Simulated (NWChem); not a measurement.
All runs are NWChem calculations. System: FGe, charge 0, spin multiplicity 2, at a geometry optimised with UB3LYP/def2-SVP. The structure started from a generated list of species. Its SCF solution wasn't tested for a lower state. Level: UB2PLYP/def2-SVP, 10 core orbitals frozen.

Job file:

```
start mol
memory heap 200 mb stack 900 mb global 1100 mb
geometry units angstroms nocenter noautoz
  Ge     0.000000     0.000000     0.387517
  F      0.000000     0.000000    -1.377838
  symmetry group C2v
end
basis spherical
  * library def2-svp
end
dft
  xc hfexch 0.53 becke88 0.47 lyp 0.73 mp2 0.27
  dftmp2
  odft
  mult 2
  semidirect memsize 60000000 filesize 0
  iterations 100
end
mp2
  freeze core 10
end
task dft energy
```

Part of the output:

```
             Northwest Computational Chemistry Package (NWChem) 7.3.0
             --------------------------------------------------------

                                NWChem Input Module
                                -------------------

 Scaling coordinates for geometry "geometry" by  1.889725989
 (inverse scale =  0.529177249)

 Turning off AUTOSYM since
 SYMMETRY directive was detected!

                             Geometry "geometry" -> ""
                             -------------------------

 Output coordinates in angstroms (scale by  1.889725989 to convert to a.u.)

  No.       Tag          Charge          X              Y              Z
 ---- ---------------- ---------- -------------- -------------- --------------
    1 Ge                  32.0000     0.00000000     0.00000000     0.38751700
    2 F                    9.0000     0.00000000     0.00000000    -1.37783800

 Effective nuclear repulsion energy (a.u.)      86.3299719954

            Nuclear Dipole moment (a.u.)
            ----------------------------
        X                 Y               Z
 ---------------- ---------------- ----------------
     0.0000000000     0.0000000000     0.0000037795

      Symmetry information
      --------------------

 Group name             C2v
 Group number             16
 Group order               4
 No. of unique centers     2

      Symmetry unique atoms

     1    2


 Summary of "ao basis" -> "" (spherical)
 ------------------------------------------------------------------------------
       Tag                 Description            Shells   Functions and Types
 ---------------- ------------------------------  ------  ---------------------
 *                          def2-svp                  on all atoms

  dft_input: which_mp2 not specified, using semidirect MP2 by default.

                                 NWChem DFT Module
                                 -----------------

 Summary of "ao basis" -> "ao basis" (spherical)
 ------------------------------------------------------------------------------
       Tag                 Description            Shells   Functions and Types
 ---------------- ------------------------------  ------  ---------------------
 Ge                         def2-svp                12       32   5s4p3d
 F                          def2-svp                 6       14   3s2p1d

 Summary of "ao basis" -> "ao basis" (spherical)
 ------------------------------------------------------------------------------
       Tag                 Description            Shells   Functions and Types
 ---------------- ------------------------------  ------  ---------------------
 Ge                         def2-svp                12       32   5s4p3d
 F                          def2-svp                 6       14   3s2p1d

      Symmetry analysis of basis
      --------------------------

        a1         22
        a2          4
        b1         10
        b2         10

            General Information
            -------------------
          SCF calculation type: DFT
          Wavefunction type:  spin polarized.
          No. of atoms     :     2
          No. of electrons :    41
           Alpha electrons :    21
            Beta electrons :    20
          Charge           :     0
          Spin multiplicity:     2
          Use of symmetry is: on ; symmetry adaption is: on
          Maximum number of iterations: 100
          AO basis - number of functions:    46
                     number of shells:    18
          Convergence on energy requested:  1.00D-06
          Convergence on density requested:  1.00D-05
          Convergence on gradient requested:  5.00D-04

              XC Information
              --------------
                     Hartree-Fock (Exact) Exchange  0.530
                    Becke 1988 Exchange Functional  0.470
              Lee-Yang-Parr Correlation Functional  0.730

             Grid Information
             ----------------
          Grid used for XC integration:  medium
          Radial quadrature: Mura-Knowles
          Angular quadrature: Lebedev.
          Tag              B.-S. Rad. Rad. Pts. Rad. Cut. Ang. Pts.
          ---              ---------- --------- --------- ---------
          Ge                  1.25      112           6.0       590
          F                   0.50       49           7.0       434
          Grid pruning is: on
          Number of quadrature shells:   161
          Spatial weights used:  Erf1

          Convergence Information
          -----------------------
          Convergence aids based upon iterative change in
          total energy or number of iterations.
          Levelshifting, if invoked, occurs when the
          HOMO/LUMO gap drops below (HL_TOL):  1.00D-02
          DIIS, if invoked, will attempt to extrapolate
          using up to (NFOCK): 10 stored Fock matrices.

                    Damping( 0%)  Levelshifting(0.5)       DIIS
                  --------------- ------------------- ---------------
          dE  on:    start            ASAP                start
          dE off:    2 iters        100 iters           100 iters

      Screening Tolerance Information
      -------------------------------
          Density screening/tol_rho:  1.00D-10
          AO Gaussian exp screening on grid/accAOfunc:  14
          CD Gaussian exp screening on grid/accCDfunc:  20
          XC Gaussian exp screening on grid/accXCfunc:  20
          Schwarz screening/accCoul:  1.00D-08

      Superposition of Atomic Density Guess
      -------------------------------------

 Sum of atomic energies:       -2174.33600174
[...]
              MO Center=  6.8D-16, -6.3D-16,  5.0D-01, r^2= 4.7D+00
   Bfn.  Coefficient  Atom+Function         Bfn.  Coefficient  Atom+Function
  ----- ------------  ---------------      ----- ------------  ---------------
     5     -1.944631  1 Ge s                  4      1.920865  1 Ge s
     3     -0.463048  1 Ge s                 35      0.245024  2 F  s
    14      0.102376  1 Ge pz                38      0.099620  2 F  pz
     2      0.082893  1 Ge s                 41     -0.044886  2 F  pz
    11     -0.036094  1 Ge pz                 1     -0.032351  1 Ge s

                     DFT Final Beta Molecular Orbital Analysis
                     -----------------------------------------

 Vector   18  Occ=1.000000D+00  E=-4.804011D-01  Symmetry=b1
              MO Center=  4.0D-15, -1.5D-16, -1.3D+00, r^2= 6.1D-01
   Bfn.  Coefficient  Atom+Function         Bfn.  Coefficient  Atom+Function
  ----- ------------  ---------------      ----- ------------  ---------------
    36      0.635795  2 F  px                39     -0.456327  2 F  px
    15     -0.095704  1 Ge px                12     -0.091218  1 Ge px
    31     -0.056669  1 Ge d  1               9      0.056178  1 Ge px
    21      0.045777  1 Ge d  1

 Vector   19  Occ=1.000000D+00  E=-4.727682D-01  Symmetry=b2
              MO Center=  3.1D-17, -2.4D-16, -1.3D+00, r^2= 5.8D-01
   Bfn.  Coefficient  Atom+Function         Bfn.  Coefficient  Atom+Function
  ----- ------------  ---------------      ----- ------------  ---------------
    37      0.639215  2 F  py                40     -0.460128  2 F  py
    16     -0.086858  1 Ge py                13     -0.078968  1 Ge py
    29      0.053700  1 Ge d -1              10      0.050249  1 Ge py
    19     -0.045093  1 Ge d -1

 Vector   20  Occ=1.000000D+00  E=-3.923616D-01  Symmetry=a1
              MO Center= -1.6D-16, -2.3D-16,  3.3D-01, r^2= 2.2D+00
   Bfn.  Coefficient  Atom+Function         Bfn.  Coefficient  Atom+Function
  ----- ------------  ---------------      ----- ------------  ---------------
     4      0.636179  1 Ge s                  3     -0.390232  1 Ge s
    38      0.355850  2 F  pz                 5      0.323618  1 Ge s
    41     -0.275520  2 F  pz                14      0.230897  1 Ge pz
    11     -0.136028  1 Ge pz                17      0.121927  1 Ge pz
     2      0.080602  1 Ge s                 20      0.051648  1 Ge d  0

 Vector   21  Occ=0.000000D+00  E=-5.045313D-02  Symmetry=b1
              MO Center=  2.1D-15, -4.0D-16,  4.0D-01, r^2= 2.8D+00
   Bfn.  Coefficient  Atom+Function         Bfn.  Coefficient  Atom+Function
  ----- ------------  ---------------      ----- ------------  ---------------
    15      0.712472  1 Ge px                12      0.411524  1 Ge px
     9     -0.241967  1 Ge px                36      0.177252  2 F  px
    39     -0.172600  2 F  px                 6      0.078338  1 Ge px
    31     -0.039050  1 Ge d  1

 Vector   22  Occ=0.000000D+00  E=-1.551228D-02  Symmetry=b2
              MO Center=  4.9D-16, -4.8D-15,  4.1D-01, r^2= 2.9D+00
   Bfn.  Coefficient  Atom+Function         Bfn.  Coefficient  Atom+Function
  ----- ------------  ---------------      ----- ------------  ---------------
    16      0.742141  1 Ge py                13      0.379297  1 Ge py
    10     -0.232208  1 Ge py                37      0.168155  2 F  py
    40     -0.164576  2 F  py                 7      0.075247  1 Ge py
    29      0.034411  1 Ge d -1

 Vector   23  Occ=0.000000D+00  E= 6.661107D-02  Symmetry=a1
              MO Center= -3.4D-16, -3.3D-16,  3.2D-01, r^2= 3.5D+00
   Bfn.  Coefficient  Atom+Function         Bfn.  Coefficient  Atom+Function
  ----- ------------  ---------------      ----- ------------  ---------------
    17      0.970785  1 Ge pz                35      0.476240  2 F  s
     5     -0.246564  1 Ge s                 14      0.237302  1 Ge pz
    41      0.216725  2 F  pz                38     -0.206737  2 F  pz
     4     -0.194187  1 Ge s                 11     -0.164745  1 Ge pz
     3      0.131300  1 Ge s                 34      0.116235  2 F  s

   alpha - beta orbital overlaps
   -----------------------------

   alpha      1      2      3      4      5      6      7      8      9     10
    beta      1      2      3      5      4      6      7      8     10      9
 overlap   1.000  1.000  1.000  1.000  1.000  1.000  1.000  1.000  1.000  1.000

   alpha     11     12     13     14     15     16     17     18     19     20
    beta     11     12     13     14     15     16     17     19     18     20
 overlap   0.999  1.000  1.000  0.999  1.000  1.000  0.992  0.999  1.000  0.991

   alpha     21     22     23     24     25     26     27     28     29     30
    beta     22     21     23     24     26     25     28     29     27     31
 overlap   0.995  1.000  0.999  1.000  0.995  1.000  1.000  0.967  0.972  1.000

   alpha     31     32     33     34     35     36     37     38     39     40
    beta     30     32     33     35     34     36     37     38     39     40
 overlap   1.000  0.996  1.000  1.000  1.000  1.000  0.991  1.000  0.991  1.000

   alpha     41     42     43     44     45     46
    beta     41     43     42     44     45     46
 overlap   1.000  1.000  1.000  1.000  1.000  1.000

     --------------------------
     Expectation value of S2:
     --------------------------
      <S2> =      0.7552 (Exact =     0.7500)

 center of mass
 --------------
 x =   0.00000000 y =   0.00000000 z =   0.05021781

 moments of inertia (a.u.)
 ------------------
         168.205936908574           0.000000000000           0.000000000000
           0.000000000000         168.205936908574           0.000000000000
           0.000000000000           0.000000000000           0.000000000000

     Multipole analysis of the density
     ---------------------------------

     L   x y z        total         alpha         beta         nuclear
     -   - - -        -----         -----         ----         -------
     0   0 0 0     -0.000000    -21.000000    -20.000000     41.000000

     1   1 0 0     -0.000000     -0.000000      0.000000      0.000000
     1   0 1 0      0.000000      0.000000     -0.000000      0.000000
     1   0 0 1      0.809351      0.054586      0.754761      0.000004

     2   2 0 0    -14.053893     -7.855089     -6.198804      0.000000
     2   1 1 0     -0.000000      0.000000     -0.000000      0.000000
     2   1 0 1     -0.000000     -0.000000     -0.000000      0.000000
     2   0 2 0    -17.466519    -11.481176     -5.985343      0.000000
     2   0 1 1      0.000000      0.000000     -0.000000      0.000000
     2   0 0 2    -18.474894    -49.521804    -47.128542     78.175453

                   NWChem MP2 Semi-direct Energy/Gradient Module
                   ---------------------------------------------

  Basis functions       =     46
  Molecular orbitals    =     46
  Frozen core           =     10
  Frozen virtuals       =      0
  Active alpha occupied =     11
  Active beta occupied  =     10
  Active alpha virtual  =     25
  Active beta virtual   =     26
  Use MO symmetry       = T
  Use skeleton AO sym   = T

  AO/Fock/Back tols     =   1.0D-09  1.0D-09  1.0D-09

 GA uses MA = F    GA memory limited = T

 Available:
  local mem=  4.43D+07
 global mem=  1.44D+08
 local disk=  0.00D+00
  mp2_memr nvloc                    25
  nvloc new                    25
   1 passes of  11:        3145728                      11329                   1009742.
   1 passes of  11: M     44323212           G      144174968           F      41177484.

 Semi-direct pass number   1 of   1  for UHF alpha       at        0.9s
  vrange nnbf                  1076
  mp2_eaftype                    10  avail_ma_in_mb                   386
 EAF : mp2_eaftype filesize          10     504871.
  mp2_eaf for mointskh                     10
Node 0 wrote      2.4 Mb in      0.0 s     Agg I/O rate:   868.3 Mb/s
 Done moints_semi at        1.5s
  mp2_eaftype                    10  avail_ma_in_mb                   386
 EAF : mp2_eaftype filesize          10     504871.
  mp2_eaf for kh                    10
 Done maket at        1.5s
 Done multipass loop at        1.5s

 GA uses MA = F    GA memory limited = T

 Available:
  local mem=  4.43D+07
 global mem=  1.44D+08
 local disk=  0.00D+00
  mp2_memr nvloc                    26
  nvloc new                    26
   1 passes of  10:        3145728                      10946                    954866.
   1 passes of  10: M     44323212           G      144174968           F      41177484.

 Semi-direct pass number   1 of   1  for UHF beta        at        1.5s
  vrange nnbf                  1076
  mp2_eaftype                    10  avail_ma_in_mb                   386
 EAF : mp2_eaftype filesize          10     477433.
  mp2_eaf for mointskh                     10
Node 0 wrote      2.2 Mb in      0.0 s     Agg I/O rate:  2196.0 Mb/s
 Done moints_semi at        2.2s
  mp2_eaftype                    10  avail_ma_in_mb                   386
 EAF : mp2_eaftype filesize          10     477433.
  mp2_eaf for kh                    10
 Done maket at        2.2s
 Done multipass loop at        2.2s

          -------------------------------------------
          DFT energy                   -2175.922440618173
          Unscaled MP2 energy             -0.457334896767
          Total DFT+MP2 energy         -2176.045921040300
          -------------------------------------------

 -----------------------
 Performance information
 -----------------------

 Timer overhead =  2.04D-07 seconds/call

               Nr. of calls         CPU time (s)                 Wall time (s)                GFlops
             ---------------    -------------------     ------------------------------   -------------------
Name         Min   Avg   Max    Min     Avg     Max     Min     Avg     Max   Mx/calls   Min     Max     Sum
mp2: moin     2     2     2    1.2     1.2     1.2      1.2     1.2     1.2    0.62      0.0     0.0     0.0
mp2: make     2     2     2   3.01E-2 3.01E-2 3.01E-2  3.01E-2 3.01E-2 3.01E-2 1.50E-2   0.0     0.0     0.0
mp2: tota     1     1     1    1.3     1.3     1.3      1.3     1.3     1.3     1.3      0.0     0.0     0.0

 The average no. of pstat calls per process was 5.00D+00
 with a timing overhead of 1.02D-06s

 Task  times  cpu:        2.2s     wall:        2.2s

 Total times  cpu:        2.2s     wall:        2.2s
```
